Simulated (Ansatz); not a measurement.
A run for Ansatz (a first-principles code): R-wB97M-V/def2-TZVPP on BiH3 (SMILES [BiH3]), atoms moved off the minimum. Elements past Kr take the def2 small-core potentials; no spin–orbit coupling.

Ansatz 0.2 input:
```yaml
crystal:
  periodic: [false, false, false]
  atoms:
    - {symbol: Bi, position_ang: [0.15978430, 0.11241983, 0.00809636]}
    - {symbol: H, position_ang: [-1.34625276, -0.19504454, -1.06454769]}
    - {symbol: H, position_ang: [0.95108175, -1.13533566, -1.07667572]}
    - {symbol: H, position_ang: [0.50657158, 1.51087599, -0.96002099]}
basis:
  gaussian:
    orbitals: def2-TZVPP
hamiltonian:
  xc: {name: wB97M-V}
scf: {lower_state_search: off}
output: {forces: true}
```

The head of its log:

```
WARN ansatz: RAYON_NUM_THREADS=1 ignored (pool sized by the plan → 1); use --threads N
Functional definition: wB97M-V
these checks for a lower state are left out or cut short: stability, starts, cluster_reference, orbital_swaps, neighbouring_geometries, increment
integrals: 0.03 GiB planned
571 factors; their error is unknown
integrals: 0.06 GiB planned
163 factors; integrals over basis functions are off by at most 7.8e-6 eV
mean field: 0.30 GiB planned
mean field evaluation 1: about -5885.9568 eV, gradient 5.7e0 eV
mean field evaluation 2: about -5886.0728 eV, gradient 3.0e0 eV
```

Give the final energy of this run.

-216.3115 hartree.
